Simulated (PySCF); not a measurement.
Al(Cl)(F)(NHMe) (CH4AlClFN), SMILES [F][Al]([NH]C)[Cl].

Geometry optimised at PBE0-D3(BJ)/def2-SVP. The structure was generated by enumeration; whether it is a known compound was not checked. One conformer was computed; it need not be the lowest.

Calculation: PBE/def2-TZVP (PySCF).

Symmetry labels are those of the subgroup Cs that the program uses (full group Cs).

Computed valence orbital energies around the gap with their symmetry:
```tsv
orbital	symmetry	energy (eV)
HOMO−7	A"	-10.50
HOMO−6	A'	-9.77
HOMO−5	A"	-9.59
HOMO−4	A'	-9.28
HOMO−3	A'	-8.61
HOMO−2	A"	-8.14
HOMO−1	A'	-7.95
HOMO	A"	-5.92
LUMO	A'	-1.48
LUMO+1	A"	-0.63
LUMO+2	A'	0.45
LUMO+3	A'	0.67
```
